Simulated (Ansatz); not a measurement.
Cu2 (SMILES [Cu][Cu]): the vertical energy of the triplet above the singlet from total energies

The species is Cu2 (2 atoms), meant as a singlet with charge 0. As SMILES, `[Cu][Cu]`. The bond length is the measured one.

```xyz
2

Cu    0.0000    0.0000    0.0000
Cu    0.0000    0.0000    2.2197
```

Both states at this one shape; open shells run unrestricted unless said. 1 Eh = 27.2114 eV.

```tsv
level	program	singlet Cu2 (Eh)	triplet Cu2 (Eh)
wB97X/def2-SVPD	Ansatz	-3280.614215	-3280.531487
MP2/pcseg-1, 10 core orbitals frozen	Ansatz	-3278.160514	-3278.038365
```

Q: Work out the vertical gap, second state less first, at each level.

A: 
1. wB97X/def2-SVPD: -3280.531487 − (-3280.614215) = 0.082728 Eh = 2.25 eV.
2. MP2/pcseg-1: -3278.038365 − (-3278.160514) = 0.122149 Eh = 3.32 eV.

No measured value is set beside it here; the levels span 2.25 to 3.32 eV.
